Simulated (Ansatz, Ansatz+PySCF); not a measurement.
```xyz
2

B     0.0000    0.0000    0.0000
O     0.0000    0.0000    1.0900
```

Basis set: def2-SVP (spherical functions). Left uncorrelated: 2 orbitals. Charge 0, multiplicity 2.

Computed with Ansatz (development build ahead of 0.2.0); each method stands on the lowest determinant of its kind that the runs found.

(1) Give the atomization energy at this shape (free ground-state atoms in the same class of orbitals less the molecule, no zero-point energy) of doublet BO by UHF-MP2, ROHF, UHF.

## Answers

(1)

| method | atomization energy |
| --- | --- |
| UHF-MP2 | 7.93 eV |
| ROHF | 5.61 eV |
| UHF | 5.47 eV |

Caution: the shape is not the minimum.
